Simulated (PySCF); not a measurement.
Below is a simulated gas-phase Cl 2p photoelectron spectrum of `Cl[CH]([GeH2][F])Cl`.

Every computed line was given a Gaussian of 0.4 eV full width at half maximum and an area set by the number of equivalent atoms (split 2:1 within a doublet); the highest printed point is 100. Computed, not measured: delta-SCF UKS SCAN, pcX-2 on the ionised atom, pcseg-1 elsewhere, spin-free X2C (PySCF).

(binding energy (eV), intensity): (206.1, 0), (206.2, 3), (206.3, 11), (206.4, 31), (206.5, 65), (206.6, 96), (206.7, 100), (206.8, 74), (206.9, 39), (207.0, 14), (207.1, 4), (207.2, 1), (207.3, 0), (207.4, 0), (207.5, 0), (207.6, 0), (207.7, 0), (207.8, 0), (207.9, 3), (208.0, 9), (208.1, 23), (208.2, 40), (208.3, 51), (208.4, 45), (208.5, 29), (208.6, 13), (208.7, 4), (208.8, 1), (208.9, 0)

Q: Count the maxima, the lines and the sites behind this envelope.

A: The curve has 2 maxima (at 206.7 and 208.3 eV). Under it lie 2 lines from 1 inequivalent chlorine site, drawn as a 2p3/2, 2p1/2 pair.

Q: Decompose the envelope and assign each component. Numbering: `[F:1][GeH2:2][CH:3]([Cl:4])[Cl:5]`.

A: 
```
position (eV)  relative area      line    atoms     environment
       206.66           1.33  Cl 2p3/2  Cl4/Cl5  alkyl chlorine
       208.32           0.67  Cl 2p1/2  Cl4/Cl5  alkyl chlorine
```

No satellites, vibrations or lifetime broadening are included. One atom of each set of topologically equivalent atoms was ionised and stands for the set; in this conformer not all members are related by symmetry, and their own values weren't computed. Spin–orbit coupling isn't in the SCF: each 2p doublet comes from a relaxed spin-free hole plus a matrix of the shell (mean-field spin–orbit coupling and the ground-state 2p splitting), with 2p3/2 averaged over its two sublevels. 2p1/2 minus 2p3/2 (ligand field included): Cl 1.65 eV. Geometry: PBE0-D3(BJ)/def2-SVP, one conformer, isolated molecule.

The values belong to the conformer `[F:1][GeH2:2][CH:3]([Cl:4])[Cl:5]`: F1–Ge2–C3–Cl4 175°.
